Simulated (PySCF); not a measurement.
Assignment exercise: C6H10N2Si

Molfile (atoms numbered from 1):
```
C6H10N2Si
     RDKit          3D

 19 20  0  0  0  0  0  0  0  0999 V2000
    2.6262   -0.2175   -0.9389 C   0  0  0  0  0  0  0  0  0  0  0  0
    1.1989   -0.4524   -0.9167 N   0  0  0  0  0  0  0  0  0  0  0  0
    0.5322    0.2761    0.1246 C   0  0  2  0  0  0  0  0  0  0  0  0
    0.3162   -0.5849    1.8134 Si  0  0  0  0  0  4  0  0  0  0  0  0
   -0.8805   -0.1759    0.4405 C   0  0  2  0  0  0  0  0  0  0  0  0
   -1.8852   -0.7919   -0.4557 C   0  0  0  0  0  0  0  0  0  0  0  0
   -2.1682    0.5565    0.1770 C   0  0  2  0  0  0  0  0  0  0  0  0
   -2.1083    1.7054   -0.6503 C   0  0  0  0  0  0  0  0  0  0  0  0
   -2.0218    2.6281   -1.3247 N   0  0  0  0  0  0  0  0  0  0  0  0
    3.0454   -0.5712    0.0046 H   0  0  0  0  0  0  0  0  0  0  0  0
    2.8929    0.8439   -1.0561 H   0  0  0  0  0  0  0  0  0  0  0  0
    3.0701   -0.7835   -1.7563 H   0  0  0  0  0  0  0  0  0  0  0  0
    0.7960   -0.2177   -1.8213 H   0  0  0  0  0  0  0  0  0  0  0  0
    0.6708    1.3643    0.0931 H   0  0  0  0  0  0  0  0  0  0  0  0
    0.2567    0.2378    3.0082 H   0  0  0  0  0  0  0  0  0  0  0  0
    0.7105   -1.9737    1.9223 H   0  0  0  0  0  0  0  0  0  0  0  0
   -1.6857   -0.8167   -1.5186 H   0  0  0  0  0  0  0  0  0  0  0  0
   -2.4639   -1.6334   -0.1019 H   0  0  0  0  0  0  0  0  0  0  0  0
   -2.9120    0.6159    0.9645 H   0  0  0  0  0  0  0  0  0  0  0  0
  1  2  1  0
  2  3  1  0
  3  4  1  0
  4  5  1  0
  5  6  1  6
  6  7  1  0
  7  8  1  0
  8  9  3  0
  5  3  1  0
  7  5  1  0
  1 10  1  0
  1 11  1  0
  1 12  1  0
  2 13  1  0
  3 14  1  1
  4 15  1  0
  4 16  1  0
  6 17  1  0
  6 18  1  0
  7 19  1  1
M  END
```

PySCF 2.14 calculation with structure optimised with GFN2-xTB and GIAO PBE0/pcSseg-1 shieldings; no relativistic terms, gas phase, fast rotation and ring inversion assumed for equivalent nuclei, single conformer.

Shifts are taken against calculated references (same method and geometry level): 13C and 1H vs TMS.

(1) Assign these signals to the numbered atoms. 13C{1H} NMR (computed): δ 125.8, 45.9, 41.1, 21.3, 18.9, 9.6.

(2) Assign these signals to the numbered atoms. 1H NMR (400 MHz, computed): δ 3.14 (m, 1H), 3.10 (m, 1H), 3.03 (m, 1H), 2.79 (s, 3H), 1.71 (m, 1H), 1.58 (m, 1H), 1.44 (m, 1H), 0.44 (br s, 1H).

Results:

(1) 
125.8 → C8, nitrile carbon: this is the usual window of a C≡N carbon, which has no attached hydrogen
45.9 → C3, three-membered-ring carbon: deshielded by the electronegative neighbour
41.1 → C1, methyl carbon bonded to N: deshielded by the electronegative neighbour
21.3 → C5, three-membered-ring carbon: carbons of three-membered rings are unusually shielded
18.9 → C6, three-membered-ring carbon
9.6 → C7, three-membered-ring carbon

(2) 
| δ (ppm) | atoms | environment | reason |
| --- | --- | --- | --- |
| 3.14 | H15 | hydrogen on a silicon bonded to 2 C, in a 3-membered ring | – |
| 3.10 | H16 | hydrogen on a silicon bonded to 2 C, in a 3-membered ring | – |
| 3.03 | H14 | hydrogen on a three-membered-ring carbon | its carbon carries N, an electronegative neighbour |
| 2.79 | H10/H11/H12 | hydrogen on a methyl carbon bonded to N | its carbon carries N, which withdraws density |
| 1.71 | H19 | hydrogen on a three-membered-ring carbon | – |
| 1.58 | H18 | hydrogen on a three-membered-ring carbon | cyclopropane-type protons are shielded by the ring |
| 1.44 | H17 | hydrogen on a three-membered-ring carbon | – |
| 0.44 | H13 | hydrogen on an amine nitrogen | exchangeable; this is the value without hydrogen bonding to other molecules |

H15 and H16; H16 and H14 lie closer than the usual error of such a calculation, so a measured spectrum could show them in the other order.

OH and NH positions are those of a molecule without intermolecular hydrogen bonds; in solution they move with solvent, concentration and temperature, and exchange usually removes their couplings. Shifts are as computed. Against solution values, carbons near 30 ppm lie about +3 ppm off and those near 130 ppm about +5 ppm. Of 1211 compounds with measured shifts, 218 miss one by over three times the rms of a fit or turn the order of signals round; such compounds aren't used in these exercises. Multiplicities follow the n + 1 count of equivalent neighbours, as no J values were calculated; m marks all less simple cases, F and P coupling included.
